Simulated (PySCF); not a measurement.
Compound: C₇H₁₁P.
Atom-mapped SMILES: `[CH2:1]=[CH:2]/[C:3]([CH3:4])=[P:5]/[CH:6]1[CH2:7][CH2:8]1`

Cartesian coordinates in Å at the GFN2-xTB level; atoms count from 1:
```
atom  x, y, z in Å
C1     3.2328    1.0171   -0.9150
C2     2.1760    0.2541   -1.1976
C3     1.0260    0.0433   -0.3522
C4     0.9822    0.7241    0.9788
P5    -0.1656   -0.9772   -1.0064
C6    -1.4449   -1.0601    0.3222
C7    -2.4922    0.0144    0.4321
C8    -2.8630   -1.3346   -0.0893
H9     3.3225    1.5676    0.0057
H10    4.0516    1.1163   -1.6066
H11    2.1475   -0.2744   -2.1444
H12    1.0911    1.8006    0.8460
H13    1.8082    0.3790    1.6017
H14    0.0491    0.5357    1.5004
H15   -1.1078   -1.5255    1.2435
H16   -2.4525    0.8376   -0.2669
H17   -2.8308    0.2991    1.4182
H18   -3.0760   -1.4259   -1.1448
H19   -3.4640   -1.9820    0.5321
```

NICS is the negative of the GIAO shielding at a point without a nucleus: at the ring centre (0) and 1 Å above and below it (1); zz is the component along the ring normal. Level: GIAO PBE0/pcSseg-1 (PySCF, non-relativistic, gas phase) on the GFN2-xTB geometry, one conformer.

Ring bond lengths (Å), with Mayer bond orders in brackets: C6–C7 1.504 (0.92), C7–C8 1.493 (0.98), C8–C6 1.502 (0.95).

Task: What do the NICS probes read (ppm)?

Result: 
```
    ring                                            type  NICS(0)  NICS(1), two faces  NICS(1)zz, two faces  rms pucker (Å)  centre to ring atoms, mean (Å)
C6–C7–C8  3-membered carbocycle; formal bonds all single    -43.8         -8.2 / -8.8         -22.8 / -21.3            0.00                            0.87
```

Task: What do they say, and how far can they be read as aromaticity?

Result: 
- C6–C7–C8: mean NICS(1)zz -22.0 ppm, shielded. C6, C7, C8 have four or more neighbours; no verdict on aromaticity is drawn. NICS(0) lies 35 ppm below the mean NICS(1).

Task: How shielded are the nuclei of the rings and their hydrogens (means over atoms taken as equivalent)?

Result: 
```
   atoms                     environment  σ isotropic (ppm)  principal values of the symmetric part, first atom (ppm)
      C6  sp3 carbon bound to phosphorus              172.9                                       139.3, 163.3, 216.1
 C7 (×2)      three-membered-ring carbon              178.6                                       147.9, 178.6, 207.2
     H15                methine hydrogen              30.54                                          23.9, 28.2, 39.5
H16 (×2)              methylene hydrogen              31.19                                          26.5, 28.2, 39.3
H17 (×2)              methylene hydrogen              30.69                                          25.7, 26.2, 40.0
```

The run took 33 s wall on an Arm Neoverse V1 with one thread, on a shared host, and the process peaked at 0.87 GiB of memory. This is the whole shielding run at PBE0/pcSseg-1, SCF included.
